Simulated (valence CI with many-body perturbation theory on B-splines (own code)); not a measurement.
Lu66+: electric-dipole lines

Computed by relativistic CI+MBPT: three valence electrons over a frozen Dirac-Fock core [He], a basis of 11 s, 11 p, 10 d, 8 f, 5 g, 2 h functions for each j, with the one-electron correlation potential Σ1, the two-electron term Σ2, the three-electron term Σ3, Breit, model QED; selected CI, second order for the rest, scaled by the run's own slope (own B-spline code, finite nucleus).

No measured spectrum was set against this ion. As an estimate, large intervals hold to a few tenths of a per cent, small ones and those within an open d or f shell to about a per cent.

Lines 101 to 150 of 577 in falling wavelength, among levels below 13982 eV, chosen from the strongest by gf and those to the six lowest levels. Wavelengths and rates use the calculated energies. Electric multipoles are in the length gauge with retardation, E1 and E2 with the static RPA response of the core. Weak lines are less certain than strong ones. Lines between different terms over intervals too small for the method are left out, as are lines whose strength nearly cancels.

Levels are named by their leading jj configuration (3d3/2^4 stands for four electrons in 3d with j = 3/2), which in mixed levels can hold well under half, so a name can repeat and another be missing. Letters in brackets count levels of one name in rising energy.

| λ vac (Å) | Upper | Lower | A (s⁻¹) | log gf | Branch % |
| --- | --- | --- | --- | --- | --- |
| 29.57 | (2p1/2 2p3/2 3p3/2) J=1/2 [a] | (2p1/2 2p3/2 3s) J=1/2 | 4.73e+11 | -0.91 | 0.1 |
| 29.46 | (2s 2p3/2 3d3/2) J=1/2 [b] | (2s 2p3/2 3p1/2) J=1/2 | 4.56e+11 | -0.93 | 0.0 |
| 29.27 | (2p1/2 2p3/2 3d3/2) J=1/2 [a] | (2p1/2 2p3/2 3p1/2) J=1/2 | 4.78e+11 | -0.91 | 0.2 |
| 29.25 | (2s 2p3/2 3p3/2) J=5/2 [b] | (2s 2p3/2 3s) J=3/2 [b] | 8.17e+11 | -0.20 | 0.3 |
| 29.22 | (2s 2p1/2 3p3/2) J=1/2 | (2s 2p1/2 3s) J=1/2 [b] | 7.39e+11 | -0.72 | 0.1 |
| 29.15 | (2p1/2 2p3/2 3p3/2) J=5/2 [a] | (2p1/2 2p3/2 3s) J=3/2 [a] | 4.98e+11 | -0.42 | 0.1 |
| 29.13 | (2p1/2 2p3/2 3p3/2) J=7/2 | (2p1/2 2p3/2 3s) J=5/2 | 7.19e+11 | -0.14 | 0.2 |
| 29.10 | (2p1/2 2p3/2 3p3/2) J=3/2 [a] | (2p1/2 2p3/2 3s) J=1/2 | 2.14e+11 | -0.96 | 0.0 |
| 28.92 | (2p3/2^2 3p3/2) J=3/2 [b] | (2p3/2^2 3s) J=1/2 | 8.05e+11 | -0.39 | 0.2 |
| 28.89 | (2s 2p3/2 3p3/2) J=7/2 | (2s 2p3/2 3s) J=5/2 | 8.80e+11 | -0.06 | 25.6 |
| 28.73 | (2p1/2 2p3/2 3d3/2) J=5/2 [b] | (2p1/2 2p3/2 3p1/2) J=5/2 | 2.15e+11 | -0.80 | 0.0 |
| 28.70 | (2p1/2 2p3/2 3p3/2) J=3/2 [b] | (2p1/2 2p3/2 3s) J=3/2 [b] | 3.64e+11 | -0.74 | 0.1 |
| 28.60 | (2s 2p3/2 3p3/2) J=5/2 [a] | (2s 2p3/2 3s) J=3/2 [a] | 4.09e+11 | -0.52 | 0.1 |
| 28.55 | (2s 2p1/2 3d3/2) J=3/2 [b] | (2s 2p1/2 3p1/2) J=3/2 | 2.63e+11 | -0.89 | 0.0 |
| 28.28 | (2s 2p3/2 3p3/2) J=1/2 [a] | (2s 2p3/2 3s) J=3/2 [a] | 8.44e+11 | -0.69 | 0.1 |
| 28.16 | (2s 2p1/2 3p3/2) J=3/2 [a] | (2s 2p1/2 3s) J=1/2 [a] | 8.86e+11 | -0.38 | 0.6 |
| 28.13 | (2p1/2^2 3p3/2) J=3/2 | (2p1/2^2 3s) J=1/2 | 8.35e+11 | -0.40 | 0.2 |
| 28.12 | (2s 2p3/2 3p3/2) J=3/2 [a] | (2s 2p3/2 3s) J=5/2 | 2.08e+11 | -1.01 | 0.1 |
| 28.07 | (2s 2p3/2 3p3/2) J=3/2 [b] | (2s 2p3/2 3s) J=3/2 [b] | 4.29e+11 | -0.69 | 0.2 |
| 28.05 | (2s^2 3p3/2) J=3/2 | (2s^2 3s) J=1/2 | 9.69e+11 | -0.34 | 7.4 |
| 27.95 | (2p1/2 2p3/2 3p3/2) J=5/2 [b] | (2p1/2 2p3/2 3s) J=3/2 [b] | 4.36e+11 | -0.51 | 0.1 |
| 27.82 | (2s 2p1/2 3p3/2) J=5/2 | (2s 2p1/2 3s) J=3/2 | 8.90e+11 | -0.21 | 1.4 |
| 27.68 | (2s 2p3/2 3p3/2) J=3/2 [b] | (2s 2p3/2 3s) J=1/2 | 5.80e+11 | -0.57 | 0.3 |
| 27.66 | (2s 2p1/2 3p3/2) J=3/2 [b] | (2s 2p1/2 3s) J=3/2 | 4.69e+11 | -0.67 | 0.1 |
| 27.66 | (2p1/2 2p3/2 3p3/2) J=3/2 [b] | (2p1/2 2p3/2 3s) J=1/2 | 2.77e+11 | -0.90 | 0.1 |
| 27.44 | (2s 2p3/2 3p3/2) J=1/2 [b] | (2s 2p3/2 3s) J=1/2 | 8.24e+11 | -0.73 | 5.0 |
| 27.43 | (2p1/2 2p3/2 3p3/2) J=5/2 [b] | (2p1/2 2p3/2 3s) J=5/2 | 4.67e+11 | -0.50 | 0.1 |
| 27.08 | (2p1/2 2p3/2 3p3/2) J=3/2 [b] | (2p1/2 2p3/2 3s) J=3/2 [a] | 2.78e+11 | -0.91 | 0.1 |
| 27.06 | (2p3/2^2 3p3/2) J=3/2 [a] | (2p3/2^2 3s) J=3/2 | 8.20e+11 | -0.44 | 0.2 |
| 26.99 | (2s 2p3/2 3p3/2) J=5/2 [a] | (2s 2p3/2 3s) J=5/2 | 5.96e+11 | -0.41 | 0.2 |
| 26.71 | (2p1/2 2p3/2 3p3/2) J=1/2 [b] | (2p1/2 2p3/2 3s) J=3/2 [b] | 9.11e+11 | -0.71 | 0.2 |
| 26.42 | (2p3/2^2 3p3/2) J=3/2 [a] | (2p3/2^2 3s) J=5/2 | 2.22e+11 | -1.03 | 0.1 |
| 8.961 | (2p3/2^2 3p3/2) J=5/2 | (2s 2p3/2 3p3/2) J=3/2 [b] | 2.95e+12 | -0.67 | 0.7 |
| 8.945 | (2p3/2^2 3d5/2) J=7/2 | (2s 2p3/2 3d5/2) J=5/2 [b] | 1.49e+12 | -0.85 | 8.0 |
| 8.926 | (2s 2p1/2 2p3/2) J=3/2 [a] | (2s^2 2p1/2) J=1/2 | 6.34e+10 | -2.52 | 86.9 |
| 8.875 | (2p3/2^2 3d5/2) J=1/2 | (2s 2p3/2 3d5/2) J=3/2 [b] | 3.67e+12 | -1.06 | 0.4 |
| 8.849 | (2p3/2^2 3p3/2) J=7/2 | (2s 2p3/2 3p3/2) J=5/2 [b] | 5.18e+12 | -0.31 | 1.3 |
| 8.847 | (2p3/2^2 3p3/2) J=5/2 | (2s 2p3/2 3p3/2) J=5/2 [b] | 1.18e+12 | -1.08 | 0.3 |
| 8.847 | (2p3/2^2 3d5/2) J=7/2 | (2s 2p3/2 3d5/2) J=7/2 [b] | 1.44e+12 | -0.87 | 7.7 |
| 8.843 | (2p3/2^2 3d5/2) J=9/2 | (2s 2p3/2 3d5/2) J=7/2 [b] | 4.44e+12 | -0.28 | 24.5 |
| 8.825 | (2p3/2^2 3d3/2) J=1/2 | (2s 2p3/2 3d3/2) J=1/2 [b] | 3.96e+12 | -1.03 | 0.3 |
| 8.817 | (2p3/2^2 3s) J=5/2 | (2s 2p3/2 3s) J=3/2 [b] | 4.62e+12 | -0.49 | 4.7 |
| 8.813 | (2s 2p3/2^2) J=5/2 | (2s^2 2p3/2) J=3/2 | 1.75e+12 | -0.91 | 98.8 |
| 8.798 | (2p3/2^2 3d3/2) J=5/2 | (2s 2p3/2 3d3/2) J=5/2 [b] | 1.61e+12 | -0.95 | 0.1 |
| 8.796 | (2p3/2^2 3d3/2) J=7/2 | (2s 2p3/2 3d3/2) J=5/2 [b] | 4.34e+12 | -0.40 | 0.3 |
| 8.789 | (2p3/2^2 3p1/2) J=3/2 | (2s 2p3/2 3p1/2) J=1/2 | 4.33e+12 | -0.70 | 0.8 |
| 8.785 | (2p3/2^2 3p1/2) J=5/2 | (2s 2p3/2 3p1/2) J=3/2 [b] | 5.05e+12 | -0.46 | 0.9 |
| 8.749 | (2p3/2^2 3d3/2) J=3/2 [a] | (2s 2p3/2 3d3/2) J=3/2 [b] | 2.85e+12 | -0.88 | 0.2 |
| 8.747 | (2p3/2^2 3s) J=3/2 | (2s 2p3/2 3s) J=3/2 [b] | 1.94e+12 | -1.05 | 0.7 |
| 8.737 | (2p3/2^2 3d3/2) J=5/2 | (2s 2p3/2 3d3/2) J=3/2 [b] | 3.15e+12 | -0.67 | 0.2 |
